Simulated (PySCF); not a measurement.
# Two-dimensional NMR puzzle

Compound of formula C$_{6}$H$_{14}$Si$_{2}$. Correlations simulated from computed shifts and the bond graph:

HSQC (one-bond C–H):
```tsv
δH	δC
1.07	27.8
```

HMBC (two and three bonds, from the bond graph):
```tsv
δH	δC
4.20	120.6, 112.9
4.12	120.6, 112.9, 27.8, 18.2
1.07	27.8, 18.2
```

Carbons without hydrogens: δ 120.6, 112.9, 18.2.

No relativistic terms, rapidly exchanging positions averaged, isolated molecule, a single conformation. Coordinates at the PBE0-D3(BJ)/def2-SVP level; shieldings: GIAO PBE0/pcSseg-1; PySCF 2.14.0 with density-fitted response routines.

References, each an isolated molecule treated in the same way: ¹H, ¹³C against TMS.

Exchangeable hydrogens are left out of these lists.

Assemble the structure.

Answers

`CC(C)(C)[SiH2]C#C[SiH3]`.

Numbering as in the mapped SMILES `[CH3:1][C:2]([CH3:3])([CH3:4])[SiH2:5][C:6]#[C:7][SiH3:8]`; H(Xn) means a hydrogen on atom n.

δC 120.6 is C6, an alkyne carbon. δC 112.9 is C7, an alkyne carbon. δC 27.8 is C1/C3/C4, a methyl carbon (δH 1.07). δC 18.2 is C2, a fully substituted sp3 carbon bonded to Si. HMBC from δH 4.20 reaches the proton-free carbons C6, C7. HMBC from δH 4.12 reaches the proton-free carbons C6, C7, C2. HMBC from δH 1.07 reaches the proton-free carbon C2.

The shifts were computed for this structure.

Shifts are as computed. Against solution values, carbons near 30 ppm lie about +2 ppm off and those near 130 ppm about +5 ppm. Of 1211 compounds with measured shifts, 218 miss one by over three times the rms of a fit or turn the order of signals round; such compounds aren't used in these exercises.
